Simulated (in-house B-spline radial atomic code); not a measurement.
**Ionising Ba V (Ba4+) with different functionals**

Computed with a radial B-spline atomic code at the basis-set limit: scalar-relativistic (spin-free X2C) Hamiltonian, Fermi nucleus of rms radius 4.8378 fm, spin-polarised at highest spin, spherical fractional occupations for the functionals, the average over the highest-spin determinants for Hartree-Fock. The ionisation energy is the difference of two self-consistent energies, [Kr] 4d10 5s2 5p4 → [Kr] 4d10 5s2 5p3, without Breit or QED terms; ε is the level of the shell that loses the electron (its least bound occupied spin orbital). There is no spin-orbit coupling in this Hamiltonian.

Hybrids are left out here: with spherical fractional occupations of an open shell their exact exchange keeps a self-interaction that integer-occupation calculations don't have.

```json
{"method": "Hartree-Fock", "rung": "Hartree-Fock", "ΔSCF (eV)": "57.16", "-ε(5p) (eV)": "57.61"}
{"method": "LDA VWN5", "rung": "LDA", "ΔSCF (eV)": "59.12", "-ε(5p) (eV)": "53.32"}
{"method": "LDA PW92", "rung": "LDA", "ΔSCF (eV)": "59.12", "-ε(5p) (eV)": "53.32"}
{"method": "LDA exchange-only", "rung": "LDA", "ΔSCF (eV)": "57.14", "-ε(5p) (eV)": "51.49"}
{"method": "PBE", "rung": "GGA", "ΔSCF (eV)": "58.57", "-ε(5p) (eV)": "52.86"}
{"method": "PBEsol", "rung": "GGA", "ΔSCF (eV)": "58.60", "-ε(5p) (eV)": "52.93"}
{"method": "BLYP", "rung": "GGA", "ΔSCF (eV)": "58.64", "-ε(5p) (eV)": "52.81"}
{"method": "RPBE", "rung": "GGA", "ΔSCF (eV)": "58.36", "-ε(5p) (eV)": "52.73"}
{"method": "PW91", "rung": "GGA", "ΔSCF (eV)": "58.69", "-ε(5p) (eV)": "52.98"}
{"method": "BP86", "rung": "GGA", "ΔSCF (eV)": "58.80", "-ε(5p) (eV)": "53.07"}
{"method": "AM05", "rung": "GGA", "ΔSCF (eV)": "58.59", "-ε(5p) (eV)": "52.92"}
{"method": "OLYP", "rung": "GGA", "ΔSCF (eV)": "58.19", "-ε(5p) (eV)": "52.64"}
{"method": "TPSS", "rung": "meta-GGA", "ΔSCF (eV)": "58.44", "-ε(5p) (eV)": "52.86"}
{"method": "SCAN", "rung": "meta-GGA", "ΔSCF (eV)": "58.34", "-ε(5p) (eV)": "52.86"}
{"method": "r2SCAN", "rung": "meta-GGA", "ΔSCF (eV)": "58.20", "-ε(5p) (eV)": "52.82"}
{"method": "revTPSS", "rung": "meta-GGA", "ΔSCF (eV)": "58.37", "-ε(5p) (eV)": "52.82"}
```

How do they compare with the NIST value?

NIST lists 58 eV ± 1.9 (tabulated theory, ground level to ground level). Errors run from -0.86 to +1.12 eV; all lie within about twice that uncertainty, so the table can't rank the methods. Hartree-Fock also lacks correlation.
